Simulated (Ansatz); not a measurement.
Be₃Se₂⁺. The state is a doublet with charge 1. Geometry PBE-D4/def2-SVP, basis def2-TZVP, Ansatz.

```xyz
5

Be    0.309   -0.669   -1.370
Be   -0.546   -0.241    0.811
Be    0.892    1.199   -0.414
Se   -0.272   -2.106   -0.064
Se   -0.382    1.817    1.037
```

```
run  HOMO (eV)  LUMO (eV)
  A     -12.85      -9.09
  B     -12.07      -9.71
  C     -11.11     -10.35
  D     -11.65      -9.81
  E     -11.29     -10.05
```

Another isomer (doublet) lies 0.48 eV lower at PBE0-D4/def2-TZVP; other spin states weren't run for this one.

HOMO and LUMO are taken over both spins.

The runs used BHLYP, PBE, PBE0, r2SCAN, r2SCANh. Estimate which is which.

A BHLYP (50 % exact exchange); B PBE0 (25 % exact exchange); C PBE (0 % exact exchange); D r2SCANh (10 % exact exchange); E r2SCAN (0 % exact exchange). Exact exchange lowers occupied and raises empty levels; among semilocal functionals meta-GGAs tend to open the gap a little, and such runs are hard to tell apart. The gap grows from 0.76 eV (PBE) to 3.76 eV (BHLYP).
